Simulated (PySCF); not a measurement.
C₃H₄O₂Si, SMILES O=C1C=C[SiH2]O1.

Coordinates come from a PBE0-D3(BJ)/def2-SVP optimisation. The structure was generated by enumeration, and PubChem lists no compound with its InChIKey, so it may never have been made.

Calculation: PBE0-D3(BJ)/def2-SVP (PySCF).

Frequencies are harmonic and unscaled.

Computed harmonic wavenumbers and intensities:
```
mode  ν (cm⁻¹)  IR (km/mol)  Raman (Å⁴/amu)  depolarisation  moving atoms (share of kinetic energy)
----  --------  -----------  --------------  --------------  --------------------------------------
1          153          0.1             0.3            0.75                  O 72 %, H 13 %, Si 8 %
2          267          2.6             2.6            0.75                          C 57 %, H 35 %
3          468          1.8             0.6            0.13                 O 61 %, C 21 %, Si 12 %
4          512         24.5             5.4            0.52                 Si 43 %, O 26 %, C 25 %
5          566          4.7            11.0            0.75                          H 77 %, C 14 %
6          611          8.7             1.2            0.63                 C 49 %, O 28 %, Si 18 %
7          672         36.1             8.3            0.75                          H 84 %, Si 9 %
8          710         36.6             3.0            0.75                          H 51 %, C 40 %
9          739         13.3            12.0            0.53                          H 57 %, C 39 %
10         791          2.0            11.6            0.13         C 37 %, O 34 %, H 19 %, Si 10 %
11         849         63.9             1.3            0.75                          C 58 %, H 37 %
12         882        104.1             7.6            0.70         H 41 %, C 24 %, Si 18 %, O 17 %
13         963        134.2             4.7            0.58                  O 65 %, H 15 %, C 13 %
14         975         92.3            17.1            0.70                                  H 89 %
15        1016          0.2             0.5            0.75                          H 77 %, C 23 %
16        1064         80.2            11.6            0.59                           H 84 %, C 8 %
17        1239        173.7             7.9            0.21                  C 53 %, H 31 %, O 14 %
18        1321         42.7             3.4            0.25                          C 54 %, H 44 %
19        1648          9.8            29.2            0.16                                  C 94 %
20        1916        398.7            44.4            0.37                          C 64 %, O 35 %
21        2272         87.1           254.9            0.09                                  H 98 %
22        2274        105.5           105.8            0.75                                  H 95 %
23        3217          0.2           101.8            0.59                           H 92 %, C 8 %
24        3241          0.1           140.6            0.17                           H 91 %, C 9 %
```
